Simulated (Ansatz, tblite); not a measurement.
Isomers of ZrAg$_{4}$⁺ (doublet), found by a short tight-binding search and relaxed with r2SCAN-D4/def2-SVP in Ansatz.

In the def2 sets Ag, Zr take a core potential; there is no spin–orbit coupling. The xTB rows come from tblite. LC-ωPBE has ω = 0.4 bohr⁻¹. HSE06 is defined as in plane-wave codes, on full-range PBE exchange. Correlated methods freeze no core orbitals; core or outer-core shells of Zr, Ag are correlated, in sets that lack core-valence functions.

Run but left out: HF/STO-3G, HF/def2-TZVP, MP2/def2-TZVP (A: ⟨S²⟩ 1.59 to 4.89, where a pure state has 0.75).

A: At LC-ωPBE/def2-TZVP the charge 1 doublet is spin-contaminated (final ⟨S²⟩ up to 0.92, 0.75 for a pure state). D: At r2SCAN-D4/def2-TZVP, LC-ωPBE/def2-TZVP the charge 1 doublet is spin-contaminated (final ⟨S²⟩ up to 0.87, 0.75 for a pure state).

Other spin states weren't relaxed.

A:

| atom | x (Å) | y (Å) | z (Å) |
| --- | --- | --- | --- |
| Zr1 | -0.176 | -0.745 | 0.808 |
| Ag2 | -0.683 | 1.539 | 2.410 |
| Ag3 | 0.406 | -2.646 | -1.214 |
| Ag4 | 0.481 | -0.051 | -1.846 |
| Ag5 | -0.028 | 1.903 | -0.158 |

B:

Cartesian coordinates in Å:
```
Zr -0.199 1.150 -0.007
Ag 1.928 0.935 1.546
Ag -0.605 -1.557 -0.622
Ag -2.108 -0.428 1.280
Ag 0.984 -0.100 -2.198
```

C:

```xyz
5

Zr   -0.8911    0.5611   -0.4525
Ag    0.8509   -0.7366   -2.2086
Ag    0.5700    2.5953    0.3927
Ag    0.7128   -1.6103    0.3156
Ag   -1.2426   -0.8094    1.9528
```

D:

```xyz
5

Zr   -0.170   -1.281   -0.409
Ag    0.183    1.346    0.420
Ag    2.067   -0.620    1.011
Ag   -0.065    0.709   -2.279
Ag   -2.016   -0.153    1.256
```

Task: Estimate their order by electronic energy at RPA@PBE/def2-TZVP, counted from the lowest.

Result: A (0.0) < C (4.8) < D (4.8) < B (4.9), in kcal/mol. Gaps under about 2 kJ/mol are ties within the noise of geometry and basis.

Task: Do the other levels pick the same lowest one?

Result: Not GFN1-xTB. Energies above each level's lowest (kcal/mol):

```tsv
level	A	B	C	D
GFN1-xTB	9.2	0.5	0.0	1.1
GFN2-xTB	0.0	14.5	13.5	21.2
PBE-D4/def2-SVP	0.0	1.8	1.8	2.2
PBE-D4/def2-TZVP	0.0	1.7	1.7	1.9
revPBE-D4/def2-TZVP	0.0	1.1	1.1	1.6
r2SCAN-D4/def2-TZVP	0.0	5.7	5.7	5.9
PBE0-D4/def2-SVP	0.0	5.5	5.4	7.0
PBE0-D4/def2-TZVP	0.0	5.3	5.3	6.6
HSE06-D4/def2-TZVP	0.0	5.2	5.2	6.5
LC-ωPBE/def2-TZVP	0.0	8.4	8.3	11.4
RPA@PBE/def2-TZVP	0.0	4.9	4.8	4.8
```
Point groups (tolerance 0.1 Å): A C2v, B not assigned, C not assigned, D not assigned. B and C have the same bonds, so they are conformers or stereoisomers. Lower isomers may exist.
